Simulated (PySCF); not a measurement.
Job file and geometry (Å, from GFN2-xTB) of an NMR shielding run on SMILES C(/SC)=C/BCl, C$_{3}$H$_{6}$BClS, GIAO PBE0/pcSseg-1 NMR shielding, non-relativistic, gas phase in PySCF 2.14.0, density-fitted response routines; density fitting, a coarse starting grid and PySCF grid level 2 are the driver's defaults:

```
$ OMP_NUM_THREADS=1 python probes_run.py task.json out

{"job": {"kind": "nmr", "xc": "PBE0", "basis": "pcSseg-1"}, "charge": 0, "multiplicity": 1}
C      2.382906     0.292867     0.328203
S      0.671191     0.923875     0.275652
C     -0.148353    -0.542824    -0.139687
C     -1.477082    -0.695773    -0.319886
B     -2.547079     0.388510    -0.199323
Cl    -2.082504     1.981819     0.203990
H      2.469724    -0.469315     1.096715
H      2.659076    -0.104498    -0.643970
H      3.017998     1.137437     0.574572
H      0.528594    -1.379021    -0.250789
H     -1.787978    -1.702347    -0.575737
H     -3.685296     0.168585    -0.375767
```

**Question.** Write the output of this run.

**Answer.** 
```
coarse grid: 11312 points
cycle   1  E = -1000.5872376566  dE =  6.529e-01  |g| = 3.445e-01  |ddm| = 3.176e+00
cycle   2  E = -1000.5670103948  dE =  2.023e-02  |g| = 4.443e-01  |ddm| = 7.755e-01
cycle   3  E = -1000.6181051407  dE = -5.109e-02  |g| = 9.791e-02  |ddm| = 4.773e-01
cycle   4  E = -1000.6207070455  dE = -2.602e-03  |g| = 2.597e-02  |ddm| = 1.227e-01
cycle   5  E = -1000.6208756321  dE = -1.686e-04  |g| = 6.150e-03  |ddm| = 2.879e-02
cycle   6  E = -1000.6208856396  dE = -1.001e-05  |g| = 2.528e-03  |ddm| = 1.085e-02
cycle   7  E = -1000.6208871239  dE = -1.484e-06  |g| = 7.442e-04  |ddm| = 3.201e-03
final grid: 100560 points
cycle   8  E = -1000.6568655176  dE = -2.713e-05  |g| = 7.992e-03  |ddm| = 2.836e-02
cycle   9  E = -1000.6568551189  dE =  1.040e-05  |g| = 9.979e-03  |ddm| = 1.539e-02
cycle  10  E = -1000.6568806382  dE = -2.552e-05  |g| = 1.144e-03  |ddm| = 1.030e-02
cycle  11  E = -1000.6568809849  dE = -3.467e-07  |g| = 3.035e-04  |ddm| = 1.856e-03
cycle  12  E = -1000.6568810085  dE = -2.369e-08  |g| = 1.022e-04  |ddm| = 3.849e-04
cycle  13  E = -1000.6568810113  dE = -2.734e-09  |g| = 3.173e-05  |ddm| = 1.270e-04
cycle  14  E = -1000.6568810115  dE = -2.201e-10  |g| = 1.090e-05  |ddm| = 2.989e-05
converged SCF energy = -1000.6568810115

GIAO shielding tensors (ppm)
atom      isotropic    diamagn.    paramagn.     s11        s22        s33       span
  0 C      162.480     251.423     -88.943    137.962    160.864    188.613     50.651
  1 S      407.108    1057.023    -649.915    189.929    453.329    578.067    388.138
  2 C       10.688     260.968    -250.280    -97.852      6.585    123.332    221.184
  3 C       56.707     253.719    -197.012    -55.778     52.525    173.373    229.151
  4 B       45.081     190.130    -145.049      1.548     25.406    108.290    106.742
  5 Cl     663.031    1149.256    -486.225    371.617    557.053   1060.423    688.806
  6 H       29.324      30.073      -0.749     24.514     27.468     35.989     11.475
  7 H       29.348      30.084      -0.735     24.567     27.489     35.990     11.422
  8 H       29.686      29.021       0.664     24.851     27.070     37.136     12.285
  9 H       24.086      33.553      -9.467     20.958     21.324     29.975      9.017
 10 H       24.942      30.495      -5.554     22.848     23.777     28.199      5.351
 11 H       25.351      27.598      -2.247     23.628     24.299     28.125      4.497
```

Size and cost of the density-fitted run: 146 basis functions, 12 s wall time on 1 thread of an Intel Xeon 6975P-C, shared host; peak memory 0.7 GiB.
